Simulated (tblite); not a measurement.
Question: Give a GFN2-xTB geometry of `C=CCN[Si@@H]1C=CCO1`.

Answer: 
```
atom  x, y, z in Å
C1     3.6177    0.5795   -0.0641
C2     2.4525   -0.0077   -0.2599
C3     1.7627   -0.8928    0.7358
N4     0.4344   -0.4269    1.0559
Si5   -0.9129   -0.7479    0.0507
C6    -1.4079    0.3020   -1.4380
C7    -2.6066    0.8036   -1.1740
C8    -3.1798    0.4274    0.1577
O9    -2.2470   -0.3063    0.8943
H10    4.0681    1.2205   -0.8030
H11    4.1792    0.4328    0.8445
H12    1.8928    0.1518   -1.1720
H13    1.6586   -1.8960    0.3134
H14    2.3567   -0.9617    1.6529
H15    0.4514    0.4404    1.5725
H16   -0.8930   -2.1801   -0.2488
H17   -0.8900    0.4954   -2.3623
H18   -3.1966    1.4418   -1.8150
H19   -3.4622    1.3180    0.7334
H20   -4.0832   -0.1829    0.0210
```

Orientation and origin are arbitrary. Atoms count from 1 in this order. The 5-membered ring Si5–C6–C7–C8–O9 has internal angles of 92.4° to 115.3° (sum 539°, against 540° for a flat polygon); it is slightly puckered (a soft mode that the optimisation may not have finished), 0.04 Å rms from its mean plane, widest ring torsion 9°. N4 (silicon-bound nitrogen) has angles 122.3°, 118.4° and 112.0°, sum 352.6°, 0.21 Å off the plane of its three neighbours. Of the pairs four or more bonds apart, Si5···H12 is among the closest relative to their van der Waals radii: 3.19 Å, 97 % of the sum of Bondi's values. The C–C distances run from 1.319 Å (C1=C2, drawn double) to 1.500 Å (C2–C3, drawn single), a spread of 0.181 Å.

Bonds between heavy atoms (Å): C1=C2 1.319, C2–C3 1.500, C3–N4 1.444, N4–Si5 1.711, Si5–C6 1.888, C6=C7 1.326, C7–C8 1.498, C8–O9 1.397, Si5–O9 1.639.

Computed geometry: GFN2-xTB, gas phase.

Point group: C1 (no symmetry element, even within 0.4 Å). Its GFN2-xTB frequencies are all real (lowest 40 cm⁻¹). The numbers are those of one conformer (C1–C2–C3–N4 124°, C2–C3–N4–Si5 81°, C3–N4–Si5–C6 -85°). 3 starts were optimised and ended at 0.00, 1.57 and 2.90 kcal/mol (GFN2-xTB); the lowest of these is shown.
